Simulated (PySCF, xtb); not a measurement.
B(H)(Me)(SH) (CH5BS), SMILES CBS. One conformer was computed; it need not be the lowest.

Harmonic wavenumbers (cm⁻¹) from GFN2-xTB run with xtb at its own minimum, in rising order: 81, 277, 383, 650, 703, 790, 841, 898, 1024, 1125, 1392, 1481, 1488, 2432, 2639, 2995, 3012, 3035.

What does PBE0-D3(BJ)/def2-TZVP run with PySCF give at its own minimum? (Estimate from the structure and the level; the computed values follow.)

123, 281, 440, 695, 715, 796, 902, 903, 1050, 1167, 1326, 1450, 1453, 2628, 2711, 3033, 3092, 3131. Paired by order, the mean absolute difference is 51 cm⁻¹ and the zero-point energies are 36.1 and 37.0 kcal/mol.
